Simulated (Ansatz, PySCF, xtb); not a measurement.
Donor–acceptor adduct: AlH3 (SMILES [AlH3]) (first 4 atoms) with CHN (SMILES C#N); geometry from B3LYP-D3(BJ)/def2-TZVP, rigid monomers moved along the line of their centres of mass till Al1···N6 is 3.71 Å.
(charge 0, multiplicity 1):
```tsv
atom	x (Å)	y (Å)	z (Å)
Al	-0.1616	0.3641	0.2628
H	1.2536	0.8243	-0.2996
H	-1.2365	1.4889	0.5949
H	-0.6908	-1.0821	-0.1362
C	1.2065	-0.6321	4.8117
N	0.8847	-0.3997	3.7430
H	1.5080	-0.8496	5.8127
```

Interaction energies are E(AB) − E(A) − E(B) at the monomers' geometry in the complex; basis-set methods are counterpoise corrected. Rows marked so take none.

Rows in 6-31G* carry no dispersion term and start afresh at each structure (6-31G* with six Cartesian d functions).

Codes used: Ansatz (Gaussian orbitals); PySCF for 6-31G* rows; xtb for the GFN methods. 

**Question.** One of these levels gives -3.53 kcal/mol for the interaction energy. Name it.
A) B3LYP/6-31G* (no counterpoise)
B) r2SCAN/def2-TZVPPD
C) GFN2-xTB

**Answer.** C, GFN2-xTB. The others give -4.03 (r2SCAN/def2-TZVPPD), -4.59 (B3LYP/6-31G* (no counterpoise))

Ansatz is an electronic-structure program.
